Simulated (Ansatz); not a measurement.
Program: Ansatz. Geometries: PBE0-D4/def2-TZVP. ΔE: electronic, gas phase. CCSD(T)/CBS adds triple-zeta CCSD(T) − MP2 to the extrapolated MP2 energy (def2 sets, frozen cores). This one scheme is used for every species, atoms too. For atomizations the MP2-based limit and the directly extrapolated one differ by several kJ/mol either way, and by 10 to 25 for some Ge, Se and Sn compounds, so smaller differences from it don't rank the levels. DFT in def2-TZVPP. Open shells (•) are unrestricted, without spin–orbit coupling. Spin–orbit coupling would lower the free atoms: a little for C, Cl, O; clearly for Ga. For Ga outer-core shells are correlated without core-valence functions, so the limit isn't a true one: a few kJ/mol of doubt a bond, and 10 to 20 or more in all where bonds break to atoms. Scalar relativity is left out up to krypton. One conformer a species, not always the lowest.

Consider the atomization: `C=[N][Ga]([OH])[Cl]` → C• + Cl• + Ga• + 3 H• + N• + O•.

`C=[N][Ga]([OH])[Cl]`:

```xyz
8

C    -0.454    1.151    1.243
N    -0.649   -0.093    1.143
Ga    0.014   -0.937   -0.376
O     0.908   -0.013   -1.606
Cl   -0.264   -3.024   -0.699
H    -0.832    1.681    2.128
H     0.073    1.782    0.512
H     1.205   -0.546   -2.347
```

CCSD(T)/CBS gives +685.7 kcal/mol.

Q: Another level gave +682.7 kcal/mol. Which?
A. LDA (SPW92)/def2-TZVPP
B. r2SCAN0/def2-TZVPP
C. BLYP-D4/def2-TZVPP
D. CAM-B3LYP-D4/def2-TZVPP

A: D. CAM-B3LYP-D4 682.7, BLYP-D4 684.0, r2SCAN0 664.9, LDA (SPW92) 797.8 kcal/mol.

Largest T1 diagnostic among the species: 0.014.

Leaving LDA and LC-ωPBE aside and taking each functional with its dispersion term where it has one, the values, not all of them listed here, spread over 53.9 kcal/mol, from BHLYP-D4 to PBE-D4. LDA lies +98.8 kcal/mol from PBE without D4, its usual overbinding. The D4 term adds +7.1 kcal/mol with B3LYP and +3.8 kcal/mol with PBE0; it sums over pairs of atoms, weighted by their polarisabilities, and B3LYP, whose exchange is more repulsive, gets the larger term.

B3LYP here is the variant with VWN-RPA as its local correlation; programs differ in this.
